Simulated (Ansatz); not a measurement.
`NC([SiH3])[SiH3]`, charge 0, multiplicity 1.

Question: Give a relaxed structure at PBE0-D4/def2-TZVP (the Gaussian-basis code of Ansatz). (Best estimate.)

Answer: The calculation gave: 
Z-matrix (Å, degrees):
```
C
Si 1 1.888
Si 1 1.883 2 113.5
N 1 1.473 2 113.1 3 -124.3
H 1 1.098 2 107.9 3 115.9
H 2 1.490 1 109.1 3 59.3
H 2 1.489 1 113.0 3 -62.1
H 2 1.491 1 108.7 3 176.8
H 3 1.489 1 108.7 2 -70.6
H 3 1.488 1 110.0 2 48.2
H 3 1.485 1 111.1 2 169.6
H 4 1.013 1 110.7 2 64.4
H 4 1.014 1 111.2 2 -54.3
```
This is one stationary point; other conformers may exist.
